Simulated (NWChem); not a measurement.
# Si2H5Cl; SMILES [SiH3][SiH2]Cl

```xyz
8

Si     0.4022    -1.8263     0.0000
Si    -0.8624     0.1467     0.0000
Cl     0.4629     1.7503     0.0000
H     -0.5056    -3.0152     0.0000
H      1.2641    -1.8637    -1.2193
H      1.2641    -1.8637     1.2193
H     -1.7250     0.2507     1.2133
H     -1.7250     0.2507    -1.2133
```
Atoms are numbered in this order, from 1.

Computed with NWChem. Pople sets run with spherical d functions. Geometry: optimised at PBE0/def2-SVP.

Problem. Among these, which level gives the highest value of “highest occupied level (eV)”?
A) PBE0/3-21G
B) PBE0/STO-3G
C) PBE0/6-311G**
D) PBE0/6-31G*

Solution. B, PBE0/STO-3G. Values: PBE0/3-21G -8.38; PBE0/6-311G** -8.31; PBE0/6-31G* -8.21; PBE0/STO-3G -5.96
